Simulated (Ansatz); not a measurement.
CH5GaS⁻, that is GaH2(SMe) with one electron more. Charge -1, multiplicity 2. Geometry PBE0-D4/def2-TZVP, that of the neutral singlet; atoms count from 1.

```tsv
atom	x (Å)	y (Å)	z (Å)
Ga1	-0.310	-1.730	0.115
H2	-1.195	-1.409	-1.135
H3	-0.115	-3.120	0.793
S4	0.766	-0.049	1.004
C5	0.282	1.358	-0.040
H6	-0.343	1.040	-0.874
H7	1.183	1.831	-0.429
H8	-0.267	2.079	0.565
```

The highest occupied level of the charge -1 doublet lies above zero (up to 1.71 eV). By energy differences it is unbound by 0.11 eV (vertical, to the charge 0 singlet, at PBE0-D4/def2-TZVPD) and held by the finite basis.

Q: Estimate the Mulliken populations from the PBE0/def2-TZVPD orbitals of Ansatz.

A: 
```tsv
atom	charge (e)	spin (α − β)
Ga1	-0.29	0.87
H2	-0.09	-0.04
H3	-0.15	-0.02
S4	-0.54	0.21
C5	-0.38	-0.05
H6	0.16	0.02
H7	0.15	0.00
H8	0.15	0.01
```
Mulliken values and Mayer orders depend strongly on the basis. With diffuse functions, as here, like atoms can get unlike values, and bond orders can come out too low or too high.

Q: Where does the spin sit?

A: Summed by element: Ga 0.87, H -0.02, S 0.21, C -0.05, of 1 unpaired in all. Largest on single atoms: Ga1 0.87, S4 0.21, C5 -0.05.

Q: And the Mayer bond orders between bonded heavy atoms (over 0.3)?

A: Ga1–S4 1.39 (2.18 Å); S4–C5 0.85 (1.82 Å).
